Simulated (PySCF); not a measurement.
C3H6FNSi, SMILES NC(F)=C=C[SiH3].

Coordinates come from a PBE0-D3(BJ)/def2-SVP optimisation. The structure was generated by enumeration; whether it is a known compound was not checked. The values are those of a single conformer.

These are SMD-ωB97X/def2-SVP run with PySCF values and carry that method's errors.

Solvation free energies are E(SMD) − E(gas) at the gas-phase geometry, for 1 M in both phases. In vacuum the dipole moment is 2.44 D.

Computed solvation free energies in water, dimethylsulfoxide, chlorobenzene:
```
solvent            ΔG(solv) (kcal/mol)  its non-electrostatic (CDS) part  dipole (D)
-----------------  -------------------  --------------------------------  ----------
water                             -1.4                               4.9        3.03
dimethylsulfoxide                 -3.2                               3.0        3.02
chlorobenzene                     -4.0                               0.8        2.87
```
